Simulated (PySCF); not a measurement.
**Relaxation of singlet ClSe₂⁻**

Level of theory: PBE/[Cl def2-SVPD, Se def2-SVPD], no relativity, density fitting, PySCF. A (50,194) grid was used.

A start displaced from a saddle point along its imaginary mode, of C2v symmetry, held to at least that symmetry:

Coordinates in bohr (charge -1 multiplicity 1):
```
Cl   -0.4542   -0.1300    0.0000
Se    0.0994    0.0284    4.6768
Se    0.0994    0.0284   -4.6768
```

Question: What forces act on the atoms at the start (eV/Å)?

Answer: 
```json
{"atom": "Cl1", "Fx": "-0.47", "Fy": "-0.14", "Fz": "0.00"}
{"atom": "Se2", "Fx": "0.23", "Fy": "0.07", "Fz": "-0.42"}
{"atom": "Se3", "Fx": "0.23", "Fy": "0.07", "Fz": "0.42"}
```

Question: What does it relax to?

Answer: It ends at C2v with Cl–Se 2.310 Å (×2); Se–Cl–Se 123.3° (after a last refinement on a finer grid). The frequency run here used a shortcut that can spoil soft modes, so no verdict on minimum or saddle point is given. Other isomers or separated fragments may lie lower.

Question: How much energy is released, and in how many steps?

Answer: 55.8 kJ/mol in 7 steps.
